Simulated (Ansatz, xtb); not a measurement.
Two isomers of CH7BrGeSi

Structure X is `C[SiH2][GeH2][Br]`, a singlet and structure Y is `C[Si@H]([GeH3])Br`, a singlet. Both are isolated molecules in the gas phase, relaxed with B3LYP/6-31G*; the shapes shown needn't be the lowest conformers.

X (Å):

```xyz
11

C    -0.6039    0.1387   -3.1185
Br   -1.6036   -3.9899    0.4538
Ge   -0.4092   -2.1223   -0.3695
Si   -1.4912   -1.3628   -2.3801
H    -0.5948    0.9811   -2.4187
H     0.4328   -0.0990   -3.3801
H    -1.1147    0.4654   -4.0317
H    -2.8980   -1.0294   -2.0295
H    -1.4977   -2.5006   -3.3385
H     1.0433   -2.6239   -0.5689
H    -0.4099   -1.0949    0.7903
```

Y (Å):

```xyz
11

C    -3.1026    1.8514    0.6329
Br   -3.7572   -1.3892   -0.1120
Ge   -0.3015   -0.3526    1.0375
Si   -2.6519    0.1072    1.1888
H    -4.1844    2.0106    0.6950
H    -2.7867    2.0333   -0.3993
H    -2.6089    2.5883    1.2786
H    -3.1320   -0.1277    2.5773
H     0.1974   -0.1698   -0.4146
H     0.0080   -1.7973    1.4891
H     0.4921    0.6218    1.9449
```

**Question.** Which of the two would you expect CCSD(T)/def2-SVP + ΔMP2/def2-TZVPP electronic energies to favour?

**Answer.** Structure Y; the calculation gives E(Y) − E(X) = −16.3 kJ/mol.

Level by level:

| level | geometry | E(Y) − E(X) (kJ/mol) | departure from the last row (kJ/mol) | job, with rough time for the two |
| --- | --- | --- | --- | --- |
| GFN2-xTB | GFN2-xTB | +34.5 | +50.9 | optimisation, 0.15 s |
| HF/STO-3G | GFN2-xTB | −18.4 | −2.1 | single point, 0.7 s |
| r2SCAN-D4/def2-SVP | GFN2-xTB | −15.0 | +1.4 | single point, 6.3 s |
| B3LYP/6-31G* | B3LYP/6-31G* | −6.0 | +10.3 | optimisation, 73 s |
| HF/def2-SVP | B3LYP/6-31G* | −7.7 | +8.6 | part of the CCSD(T) run |
| MP2/def2-SVP | B3LYP/6-31G* | −15.9 | +0.4 | part of the CCSD(T) run |
| CCSD(T)/def2-SVP | B3LYP/6-31G* | −13.8 | +2.5 | single point |
| CCSD(T)/def2-SVP + ΔMP2/def2-TZVPP | B3LYP/6-31G* | −16.3 |  | single point, 83 s |

As drawn, Y has 1 Br–Si, 1 Ge–H in place of 1 Br–Ge, 1 Si–H.

GFN2-xTB puts the two in the other order. The largest departure from CCSD(T)/def2-SVP + ΔMP2/def2-TZVPP is that of GFN2-xTB, 50.9 kJ/mol. The last row adds to CCSD(T) the change of the MP2 difference between the two basis sets, here −2.5 kJ/mol.

With harmonic frequencies from B3LYP/6-31G* (ideal gas, rigid rotor, one conformer each, 298.15 K, 1 atm): on the last row, ΔE + ΔZPE = −17.7 kJ/mol. A mode under 50 cm⁻¹ makes harmonic enthalpies and free energies unreliable, so none is given.

The correlated steps freeze 24 core orbitals; the filled d shell of Br and Ge is correlated, in a basis made for valence electrons. Run with Ansatz 0.2.0, xtb 6.7.1; the last row on 2 threads of Arm Neoverse V2 on a shared host.
